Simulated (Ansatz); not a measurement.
The cluster Cd6. Charge 0, multiplicity 3. Geometry PBE/def2-SVP, that of the charge +1 doublet; atoms count from 1.

Cartesian coordinates in Å:
```
Cd -0.7408 -0.8263 1.1854
Cd 3.0759 -1.2259 -1.1469
Cd -3.0522 1.2545 1.1886
Cd 0.7535 0.8404 -1.1795
Cd -1.6119 2.8606 -1.1586
Cd 1.5755 -2.9033 1.1111
```

In the def2 sets Cd takes a core potential; there is no spin–orbit coupling. At PBE0/def2-TZVP a singlet of charge 0 lies 0.97 eV below the triplet at the same geometry. The structure comes from a short search, and lower isomers may exist.

(1) Estimate the Mulliken populations from the PBE0/def2-TZVP orbitals of Ansatz.

(2) Where does the spin sit?

(3) And the Mayer bond orders between bonded heavy atoms (over 0.3)?

Answers

(1) 
```json
{"atom": "Cd1", "charge (e)": "-0.01", "spin (α − β)": "0.36", "d electrons": "10.00"}
{"atom": "Cd2", "charge (e)": "0.01", "spin (α − β)": "0.31", "d electrons": "10.00"}
{"atom": "Cd3", "charge (e)": "0.01", "spin (α − β)": "0.33", "d electrons": "9.99"}
{"atom": "Cd4", "charge (e)": "-0.01", "spin (α − β)": "0.36", "d electrons": "10.00"}
{"atom": "Cd5", "charge (e)": "0.01", "spin (α − β)": "0.32", "d electrons": "9.99"}
{"atom": "Cd6", "charge (e)": "0.01", "spin (α − β)": "0.31", "d electrons": "10.00"}
```
Mulliken values and Mayer orders depend strongly on the basis.

(2) Summed by element: Cd 2.00, of 2 unpaired in all. Largest on single atoms: Cd4 0.36, Cd1 0.36, Cd3 0.33.

(3) Cd1–Cd3 0.45 (3.11 Å); Cd1–Cd4 0.34 (3.26 Å); Cd1–Cd6 0.40 (3.11 Å); Cd2–Cd4 0.40 (3.11 Å); Cd2–Cd6 0.35 (3.19 Å); Cd3–Cd5 0.40 (3.19 Å); Cd4–Cd5 0.45 (3.11 Å).
